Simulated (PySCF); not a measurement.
Successive ionisation energies of one element at GHF (spin-free), starting from the ion with 18 electrons. Calculated with PySCF 2.14, two-component X2C-1e (Gaussian nucleus, no Breit or QED terms), each ion in its own even-tempered basis; GMP2 freezes the deep shells of the larger ions and drops the highest virtual spinors; eV.

127.25, 148.98, 171.61, 203.80, 228.32, 254.21, 305.55, 335.68, 897.05, 976.39, 1058.3, 1171.6

(1) Which element is it?

Results:

(1) Vanadium (V, Z = 23); the list starts at V⁵⁺. The hydrogenic estimate 13.606 eV × (q + 1)²/n² with q = 5 and n = 3 gives 54.423 eV for the first entry, a lower bound because the other electrons screen the nucleus only in part.
